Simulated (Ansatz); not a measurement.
## CCSD(T) forces

C$_{2}$AlF (SMILES [F][Al]1[C]#[C]1), closed shell, displaced at random from a GFN2-xTB minimum.

```tsv
atom	x (Å)	y (Å)	z (Å)
F1	-0.3460	-0.1699	2.1064
Al2	-0.0767	-0.0443	0.4768
C3	0.0762	0.7606	-1.2775
C4	0.3191	-0.5229	-1.3357
```

Program: Ansatz 0.2.0. Basis: def2-TZVPP. Cores are frozen in the correlated methods.

CCSD(T) forces from the calculation:
| atom | Fx | Fy | Fz (eV/Å) |
| --- | --- | --- | --- |
| F1 | 0.156 | 0.061 | -0.883 |
| Al2 | -0.002 | 0.084 | -0.226 |
| C3 | 0.189 | -1.528 | 0.541 |
| C4 | -0.344 | 1.383 | 0.568 |

Root-mean-square difference of the force components from those of CCSD(T): PBE0-D4 0.416; wB97M-V 0.540; r2SCAN-D4 0.348; PBE-D4 0.219; B97M-V 0.364; LC-wPBE 0.777 eV/Å.

No T1 diagnostic of these runs exceeds 0.023. These are differences at one structure, and CCSD(T) in triple zeta is itself an approximation.

For scale, one of the runs: CCSD(T)/def2-TZVPP forces, 135 basis functions, launched by `ansatz run in.yaml --threads 4 --pin off --events-out ev --progress --plain --max-ram 5222MiB`. Hardware: 4 CPU threads of an Intel Xeon 6975P-C, shared host. Wall time 24 s; peak host memory 1.4 GiB.
